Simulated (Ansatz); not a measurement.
Method: Ansatz (a first-principles code) with frozen-core CCSD(T)/cc-pVTZ // PBE0-D4/def2-TZVP.

Ansatz 0.2 input:
```yaml
crystal:
  periodic: [false, false, false]
  atoms:
    - { symbol: Si, position_ang: [0.964968, -0.000005, -0.000003] }
    - { symbol: S, position_ang: [-0.964968, 0.000005, 0.000003] }
basis:
  gaussian: { orbitals: cc-pVTZ }
correlation:
  method: ccsd_t
```

Output:

```
Functional definition: HF
405 factors; integrals over basis functions are off by at most 1.1e-3 eV
mean field evaluation 1: about -18679.5830 eV, gradient 1.8e1 eV
mean field evaluation 2: about -18679.5918 eV, gradient 1.8e1 eV
mean field evaluation 4: about -18680.7809 eV, gradient 1.3e0 eV
mean field evaluation 8: about -18680.7930 eV, gradient 4.6e-5 eV
mean field evaluation 16: about -18680.7923 eV, gradient 3.5e-1 eV
mean field -18680.79297328 eV, -686.5064794719 hartree, gradient 5.7e-6 eV, S^2 0.000000; 0 other end points of the search recorded, 0 dependent functions left out
10 core orbitals not correlated
reference -18680.79297328 eV, -686.5064794719 hartree; 5, 5 occupied and 53, 53 virtual orbitals, 405 factors
second order -7.05822364 eV of doubles, -0.00000000 eV of singles
cycle   1  -7.33507879 eV  change   -2.8e-1 eV  update   9.3e-2
cycle   2  -7.57430882 eV  change   -2.4e-1 eV  update   3.2e-2
cycle   3  -7.65533988 eV  change   -8.1e-2 eV  update   2.0e-2
cycle   4  -7.64740802 eV  change    7.9e-3 eV  update   5.0e-3
cycle   5  -7.64710548 eV  change    3.0e-4 eV  update   2.2e-3
cycle   6  -7.64698866 eV  change    1.2e-4 eV  update   6.2e-4
cycle   7  -7.64693413 eV  change    5.5e-5 eV  update   1.4e-4
cycle   8  -7.64697595 eV  change   -4.2e-5 eV  update   4.5e-5
cycle   9  -7.64696335 eV  change    1.3e-5 eV  update   1.2e-5
cycle  10  -7.64695935 eV  change    4.0e-6 eV  update   3.0e-6
perturbative correction -0.47851035 eV, -0.0175849310 hartree
Total energy: -18688.91844298 eV, -686.8050849757 hartree
```

Cost: roughly 1.6 core-seconds.
